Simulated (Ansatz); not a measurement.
Basis-set extrapolation for CH3FOSSi (`O[Si@H]1S[C@H]1F`) (PBE0-D4/def2-TZVP geometry, frozen core, the Gaussian-basis code of Ansatz). Multiplicity 1, RHF reference.

```csv
,def2-TZVPP,def2-QZVPP
HF,-900.532455,-900.562501
MP2 correlation,-0.938450,-1.018724
CCSD(T) correlation,-1.006849,not run
```

Energies in hartree. Use E(X) = E(∞) + A·exp(−7.88·√X) for Hartree–Fock and E(X) = E(∞) + B·X^(−2.97) for correlation, with X = 3 and 4, and add CCSD(T) minus MP2 of the smaller set to the MP2 limit.

Question: What is the CCSD(T) energy at the basis-set limit?

Answer: HF limit: -900.562501 + (-0.030046) × 0.13774 = -900.56664. MP2 limit: -1.018724 + (-0.080274) × 0.74074 = -1.07819. Higher-order term: -1.006849 − (-0.938450) = -0.06840. Total: -901.71323 hartree, 456.6 kJ/mol below CCSD(T)/def2-TZVPP.
